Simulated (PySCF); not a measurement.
A structure optimised at B3LYP-D3(BJ)/def2-SVP, used in a PySCF frequency run:

```
Ge
H 1 1.5373
H 1 1.5373 2 111.13
H 1 1.5418 2 111.45 3 124.96
Se 1 2.3880 2 109.01 3 -120.17
Cl 5 2.2294 1 94.44 2 60.73
```

Write its SMILES, formula and point group.

Cl[Se][GeH3], ClGeH3Se, Cs

What are its rotational constants (standard atomic weights)?

4.7647, 1.5638, 1.1954 GHz
